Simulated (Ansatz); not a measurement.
Clusters of 3 atoms, halide: gap (eV) at several levels, gas phase, relaxed structures; Ansatz. Clusters are the lowest isomers that short searches found in that spin, judged at the geometry's level. Core potentials for Cd, I, Rb, Sn, Tl in the def2 sets, no spin–orbit coupling. HOMO and LUMO are taken over both spins. Singlets are spin-restricted. The structures are stationary points that may keep the symmetry of their start. Remarks come from the PBE and PBE0 runs and from stability tests at other levels; not every state was tested. HOMO above LUMO (over both spins in singlets and doublets, within one spin in higher multiplets; at PBE or PBE0), or a gap under 0.15 eV within one spin, warns that the state may not be the lowest or that an electron is smeared out.

```tsv
species	state	geometry	PBE-D4/def2-SVP	PBE-D4/def2-TZVP	r2SCAN-D4/def2-TZVP	PBE0-D4/def2-SVP	PBE0-D4/def2-TZVP	remarks
GeI2	singlet	B3LYP-D4/def2-TZVP	2.30	2.32	2.56	3.89	3.92	–
Tl2Br	doublet	PBE-D4/def2-TZVP	0.69	0.67	1.11	2.00	1.99	–
CuF2	doublet	PBE-D4/def2-TZVP	0.02	0.03	0.84	3.55	4.02	near-degenerate levels, gap within one spin near zero
CdF2⁺	doublet	PBE-D4/def2-TZVP	0.18	0.23	0.37	1.36	1.34	–
Rb2Br	doublet	PBE0-D4/def2-TZVP	0.48	0.56	0.79	1.37	1.47	–
```

Task: Estimate the rows for SnCl2⁺ (doublet, PBE0-D4/def2-TZVP geometry); BeF2⁺ (doublet, r2SCAN-D4/def2-TZVP geometry).

Result: 
```tsv
species	state	geometry	PBE-D4/def2-SVP	PBE-D4/def2-TZVP	r2SCAN-D4/def2-TZVP	PBE0-D4/def2-SVP	PBE0-D4/def2-TZVP
SnCl2⁺	doublet	PBE0-D4/def2-TZVP	0.77	0.77	1.32	2.70	2.72
BeF2⁺	doublet	r2SCAN-D4/def2-TZVP	0.22	0.26	0.50	1.98	1.84
```
